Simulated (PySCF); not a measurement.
**Radial density of W (tungsten, neutral)**

M06-2X, [Xe] 4f14 5d4 6s2, high-spin 5D determinant. Calculation: PySCF 2.14, in aug-cc-pVDZ-PP with ECP60MDF; scalar relativity through the core potential. This is the valence pseudo-density: the core potential removes the inner electrons and smooths the orbitals near the nucleus.

```csv
r (bohr),4πr²ρ (e/bohr),4πr²(ρα − ρβ)
0.136,2.993e-05,0.0000
0.229,0.0001767,0.0000
0.386,0.03276,0.0016
0.649,2.828,0.1419
1.09,10.74,1.6041
1.84,4.426,2.1411
3.09,1.349,0.6161
5.20,0.1862,0.0010
8.74,0.003954,-0.0018
```

Energies and moments cover only the electrons outside the core potential. Spin-orbit coupling, absent here, splits the open shell strongly.
